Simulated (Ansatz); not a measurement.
Reaction (isomerisation): `BN=C1CC1` → `BC1(C)C=N1`

Isolated molecules relaxed with PBE0-D4/def2-TZVP in Ansatz; ΔE leaves out vibrations. CCSD(T)/CBS is the MP2 limit (def2-TZVPP, def2-QZVPP) plus CCSD(T) − MP2 in def2-TZVPP, frozen cores. DFT in def2-TZVPP.

Is it downhill or uphill in electronic energy at CCSD(T)/CBS, and by how much? (Best estimate.)

The calculation gave: Uphill: ΔE = +27.2 kcal/mol.

What do these levels give: revPBE-D4, CAM-B3LYP-D4, ωB97M-V, B2PLYP, PBE, revPBE, r2SCAN0, BHLYP, CAM-B3LYP, LC-ωPBE, HF/CBS(def2), CCSD/CBS(def2)? (Best estimate.)

Ansatz gave: revPBE-D4 31.7, CAM-B3LYP-D4 33.3, ωB97M-V 29.9, B2PLYP 30.7, PBE 34.7, revPBE 33.1, r2SCAN0 33.3, BHLYP 33.1, CAM-B3LYP 33.7, LC-ωPBE 32.8, HF/CBS(def2) 29.3, CCSD/CBS(def2) 27.9 kcal/mol.

Largest T1 diagnostic among the species: 0.015.

In def2-TZVPP, CCSD(T) changes the Hartree–Fock value by −2.2 kcal/mol (the triples alone add −0.7 kcal/mol) and MP2 by −3.0 kcal/mol. From PBE to PBE0 (25 % exact exchange), in def2-TZVPP and without D4, ΔE moves by −0.8 kcal/mol.
